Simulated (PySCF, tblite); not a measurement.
Isomers of C4H5ClF2O, one GFN2-xTB conformer each. Single-point energies are computed at PBE0/pcSseg-1 (PySCF, gas phase, no added dispersion term), electronic only.

Problem. Rank them by PBE0/pcSseg-1 energy, lowest first (kcal/mol).
A. `[CH3:1][CH2:2][C:3]([F:4])([F:5])[C:6](=[O:7])[Cl:8]` with C1–C2–C3–F4 -66°, C2–C3–C6–O7 -106°
B. `[CH3:1][C@@H:2]([F:3])[C@H:4]([F:5])[C:6](=[O:7])[Cl:8]` with C1–C2–C4–F5 75°, C2–C4–C6–O7 102°

Solution. A (0.0), B (7.0).

As drawn, the lower has two fluorines on one carbon, which the higher lacks. GFN2-xTB itself gives, in the same order: 0.0, 1.4. Both levels put the same isomer lowest.

Problem. Which frontier levels, dipoles and rotational constants go with these structures?

Solution. 
```
                   SMILES  HOMO (eV, PBE0/pcSseg-1)  LUMO (eV)  dipole (D)     A, B, C (MHz)
         CCC(F)(F)C(=O)Cl                     -8.99      -1.84        2.77  2117, 1370, 1293
C[C@@H](F)[C@H](F)C(=O)Cl                     -8.89      -1.58        2.13  1983, 1492, 1112
```

Problem. What happens when harmonic zero-point energies from GFN2-xTB frequencies are added?

Solution. 
| SMILES | ZPE (kcal/mol) | electronic (kcal/mol) | with ZPE (kcal/mol) |
| --- | --- | --- | --- |
| CCC(F)(F)C(=O)Cl | 53.9 | 0.0 | 0.0 |
| C[C@@H](F)[C@H](F)C(=O)Cl | 53.9 | 7.0 | 6.9 |

The zero-point energies span 0.0 kcal/mol. The order is unchanged.
